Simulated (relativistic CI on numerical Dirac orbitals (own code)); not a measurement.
## What each ingredient does to the levels of Eu²¹⁺

Base calculation: Dirac-Coulomb-Breit CI, separate exchange-only KLI orbitals for each configuration, model QED (radiative potential, 1s self-energy scaled to tabulated hydrogen-like ionisation energies), unscaled Slater integrals.

CI space (outside the closed core [Ar] 3d10): 4s2 4p6 4d6, 4s2 4p5 4d7, 4s2 4p6 4d5 4f, 4s 4p6 4d7, 4s2 4p5 4d6 4f, 4s2 4p6 4d5 5s, 4s 4p6 4d6 4f, 4s2 4p6 4d5 5p, 4s2 4p6 4d4 4f 5s, 4s2 4p6 4d5 5d, 4s2 4p6 4d4 5s 5p, 4s2 4p5 4d6 5s, 4s2 4p6 4d5 5f, 4s2 4p6 4d5 6s, 4s 4p6 4d6 5s, 4s2 4p6 4d5 7s, 4p6 4d7 5p, 4p6 4d8, 4p5 4d9, 4p5 4d8 4f, 4s2 4p6 4d4 5s2, 4s2 4p6 4d3 4f 5s2, 4s2 4p5 4d4 4f 5s2, 4s 4p6 4d4 4f 5s2. Double excitations out of closed p, d and f shells are left out; levels of such configurations are missing from the list, as are those of other unlisted configurations, and high levels can miss mixing partners. These lack a partner that the ground configuration has and come out too high: 4s2 4p5 4d6 5s.

Variants: (1) valence Slater integrals scaled by 0.9; (2) QED terms removed; (3) only the first configuration. Shifts of the energy above 4s2 4p6 4d6 5D_4, in cm⁻¹, for the lowest level and the first level of each name with at least 55 % of one term (blank where a level changes its place among those of its configuration and J or its character, or is not in the variant):

| Level | Base | Δ(1) | Δ(2) | Δ(3) |
| --- | --- | --- | --- | --- |
| 4s2 4p6 4d6 5D_4 | 0 | 0 | 0 | 0 |
| 4s2 4p6 4d6 5D_3 | 35070 | +1239 | -129 | +91 |
| 4s2 4p6 4d6 5D_0 | 43440 | -1758 | -81 | -2513 |
| 4s2 4p6 4d6 5D_1 | 46419 | +324 | -135 | -629 |
| 4s2 4p6 4d6 3H_6 | 66897 | -2596 | -108 | +3083 |
| 4s2 4p6 4d6 3D_1 | 109863 | -5492 | -147 | -72 |
| 4s2 4p6 4d6 1S_0 | 113306 | -4396 | -199 | -4781 |
| 4s2 4p6 4d6 3P_0 | 120170 | -8737 | -70 | +599 |
| 4s2 4p6 4d6 3D_3 | 122747 | -6044 | -181 | -192 |
| 4s2 4p6 4d6 1I_6 | 129190 | -3816 | -246 | +3283 |
| 4s2 4p6 4d6 3P_1 | 149717 | -5476 | -257 | +1195 |
| 4s2 4p6 4d6 1G_4 | 154328 | -6456 | -244 | +1087 |
| 4s2 4p5 4d7 5G°_6 | 987693 | +6324 | +473 |  |
| 4s2 4p5 4d7 3D°_3 | 1012215 | +4137 | +448 |  |
| 4s2 4p5 4d7 5G°_5 | 1041717 | +5708 | +338 |  |
| 4s2 4p5 4d7 3H°_6 | 1064095 | +3131 | +339 |  |

At this charge energies of transitions that change n are usually good to better than 1 %, and those within a shell (Δn = 0) to a few per cent. Terms inside the open d or f shell come out 10 to 20 % too wide with unscaled integrals.

Ionisation energy from the two ground configurations alone: base 667.262 eV; valence Slater integrals scaled by 0.9 667.644 eV. The NIST ASD value (theoretical) is 667 eV.

LS names give the leading component of a level, which can be under half, so a name can repeat, a term be missing and a line seem to break the LS rules.
